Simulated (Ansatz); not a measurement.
Reaction (ligand exchange at the Al–F bond): `[F][Al]([F])[Br]` + CH₃OH → `C[O][Al]([F])[Br]` + H–F

Isolated molecules relaxed with PBE0-D4/def2-TZVP in Ansatz; ΔE leaves out vibrations. CCSD(T)/CBS adds triple-zeta CCSD(T) − MP2 to the extrapolated MP2 energy (def2 sets, frozen cores). This one scheme is used for every species. DFT in def2-TZVPP. B3LYP here is the variant with VWN-RPA as its local correlation; programs differ in this. For Br outer-core shells are correlated without core-valence functions, which leaves a few kJ/mol of doubt a bond. Scalar relativity is left out up to krypton. Each species was taken in one conformer, which may not be the lowest.

`[F][Al]([F])[Br]`:

```xyz
4

F    -1.033   -1.215   -0.608
Al   -0.008   -0.130    0.051
F     0.921   -0.586    1.312
Br    0.120    1.931   -0.755
```

CH₃OH:

Z-matrix (Å, degrees):
```
C
O 1 1.409
H 1 1.097 2 112.4
H 1 1.090 2 107.0 3 -118.5
H 1 1.097 2 112.4 3 123.0
H 2 0.959 1 108.5 3 -61.6
```

`C[O][Al]([F])[Br]`:

Z-matrix (Å, degrees):
```
C
O 1 1.402
H 1 1.094 2 109.7
H 1 1.096 2 112.4 3 -120.6
H 1 1.094 2 109.7 3 118.7
Al 2 1.663 1 136.3 3 120.4
Br 6 2.233 2 121.9 1 0.0
F 6 1.635 2 119.1 1 -180.0
```

H–F:

Cartesian coordinates in Å:
```
F -0.327 -0.222 -0.236
H 0.327 0.222 0.236
```

```csv
level,ΔE (kJ/mol),difference from CCSD(T)/CBS
LDA (SPW92),37.8,-3.9
B3LYP-D4,41.6,-0.1
ωB97M-V,43.0,1.3
PBE,46.2,4.5
PBE0,44.5,2.8
r2SCANh,44.6,2.9
MP2/def2-SVP,43.9,2.2
SCS-MP2/def2-TZVPP,41.4,-0.3
HF/CBS(def2),50.5,8.8
CCSD/CBS(def2),43.0,1.3
CCSD(T)/CBS,41.7,0
```

Largest T1 diagnostic among the species: 0.010.

At CCSD(T), def2-SVP lies +3.4 kJ/mol from the extrapolated value and def2-TZVPP −1.2 kJ/mol. In def2-TZVPP, CCSD(T) changes the Hartree–Fock value by −7.8 kJ/mol (the triples alone add −1.3 kJ/mol) and MP2 by −9.7 kJ/mol.
